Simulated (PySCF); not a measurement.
Si(F)2(H)(NHMe) (CH5F2NSi), SMILES CN[SiH](F)F.

Geometry optimised at PBE0-D3(BJ)/def2-SVP. This is a generated structure with no PubChem entry under its InChIKey; it may be hypothetical. One conformer was computed; it need not be the lowest.

All values below come from CAM-B3LYP/def2-TZVP (PySCF).

Gas-phase values at a fixed geometry.

Problem. Estimate the frontier levels, gap, dipole moment and polarisability. (The exact figures need the calculation; the answer reports its results.)

Solution. 
| Quantity | Result |
|---|---|
| highest occupied level | -9.00 eV |
| lowest empty level | 1.56 eV |
| orbital gap | 10.56 eV |
| dipole moment | 2.82 D |
| quadrupole, principal values (traceless, Buckingham form, about the centre of nuclear charge) | -5.40, -0.36, 5.76 D·Å |
| mean static polarisability | 41.9 bohr³ (6.21 Å³) |
| polarisability, principal values | 37.6, 39.9, 48.3 bohr³ |
